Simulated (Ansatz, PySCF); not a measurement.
Pair of molecules: H2O (SMILES O) (first 3 atoms) with AsH3 (SMILES [AsH3]); geometry from B3LYP-D3(BJ)/def2-TZVP.
(charge 0, multiplicity 1):
```xyz
7

O     -0.04880     0.63244    -0.59994
H     -0.91007     0.30572    -0.87873
H     -0.00101     0.43945     0.34583
As     0.23175    -0.45491     2.87883
H     -0.19798     0.23498     4.16490
H      1.64604    -0.69838     3.38216
H     -0.25863    -1.81677     3.34834
```

Interaction energies are E(AB) − E(A) − E(B) at the monomers' geometry in the complex; basis-set methods are counterpoise corrected. Rows marked so take none.

Rows in 6-31G* carry no dispersion term and start afresh at each structure (6-31G* with six Cartesian d functions); the Pople sets are all-electron and without relativity.

The values were computed with Ansatz (a first-principles code); PySCF for 6-31G* rows. Each number belongs to the level named beside it.

### Question
Estimate the interaction energy that B3LYP/6-31G* (no counterpoise) returns for this input.

### Answer
-1.9 kcal/mol
